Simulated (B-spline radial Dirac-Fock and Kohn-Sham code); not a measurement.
**Total and shell-resolved photoionisation of Ga⁶⁺**

System: Ga⁶⁺, [Ar] 3d7.

Method: independent-particle photoionisation in a Dirac-Hartree-Slater potential with a Latter tail, all multipoles, thresholds from Dirac-Fock ΔSCF. Computed with a radial finite-basis atomic code.

Computed thresholds (eV): K 10505.3, L1 1444.5, L2 1282.9, L3 1255.8, M1 288.6, M2 233.8, M3 229.9, M4 142.5, M5 141.9.

| photon energy (eV) | total (b) | K (%) | L (%) | M (%) |
| --- | --- | --- | --- | --- |
| 187 | 4.049e+06 | – | – | 100.0 |
| 280 | 2.618e+06 | – | – | 100.0 |
| 569 | 708500 | – | – | 100.0 |
| 656 | 520400 | – | – | 100.0 |
| 1470 | 632900 | – | 87.3 | 12.7 |
| 1780 | 396300 | – | 87.4 | 12.6 |
| 1800 | 385500 | – | 87.4 | 12.6 |
| 2210 | 229400 | – | 87.4 | 12.6 |
| 3230 | 85210 | – | 87.2 | 12.8 |
| 6820 | 11130 | – | 86.8 | 13.2 |
| 9360 | 4576 | – | 86.6 | 13.4 |
| 10500 | 3307 | – | 86.6 | 13.4 |
| 11600 | 19440 | 87.2 | 11.1 | 1.7 |
| 14000 | 11840 | 87.7 | 10.6 | 1.7 |
| 16900 | 7135 | 88.1 | 10.3 | 1.6 |
| 18400 | 5656 | 88.3 | 10.2 | 1.6 |
| 24500 | 2551 | 88.7 | 9.8 | 1.5 |
| 54900 | 245.7 | 89.2 | 9.3 | 1.5 |
| 63800 | 156.9 | 89.3 | 9.2 | 1.5 |
| 65300 | 146.4 | 89.3 | 9.2 | 1.5 |
| 74500 | 98.53 | 89.3 | 9.2 | 1.5 |
| 135000 | 16.27 | 89.4 | 9.1 | 1.5 |

Q: With what power of the photon energy does the total fall between 74500 and 135000 eV?

A: As E^-3.03. The non-relativistic Born limit for an s electron far above threshold is E^-3.5; near threshold and at relativistic energies the fall is slower.

Run: 3.7 s of CPU time on 1 thread of Neoverse-N1 (shared host), peak memory 0.37 GiB.
